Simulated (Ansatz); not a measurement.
Cartesian coordinates in Å:
```
O -1.299 -0.067 3.029
Ga -0.629 -0.033 1.399
O -1.726 -0.141 0.029
Si -1.660 -0.246 -1.602
O 1.119 0.110 1.166
Si 2.185 0.265 -0.066
H -0.622 0.003 3.707
H -0.459 -1.014 -2.037
H -2.880 -0.941 -2.082
H -1.596 1.110 -2.209
H 3.397 0.957 0.441
H 2.569 -1.070 -0.596
H 1.599 1.065 -1.179
```

Charge 0, multiplicity 1.

Question: List the PBE/def2-TZVPP orbital energies in eV (Ansatz 0.2.0). (An estimate is asked.)

Answer: Ansatz gave: Occupied: -10094.28, -1780.02, -1780.01, -1234.09, -1093.85, -1093.69, -1093.68, -510.61, -510.43, -510.42, -144.12, -137.69, -137.68, -98.79, -98.48, -98.43, -94.46, -94.45, -94.41, -94.40, -94.39, -94.39, -25.03, -24.59, -24.45, -20.71, -20.68, -20.66, -20.41, -20.30, -13.87, -13.29, -12.28, -11.17, -10.37, -9.54, -9.53, -9.17, -9.02, -8.48, -8.00, -7.82, -7.41, -7.29, -7.24. Lowest empty: -2.31, -0.97, -0.31, -0.23, 0.65, 0.69, 0.86, 0.87.
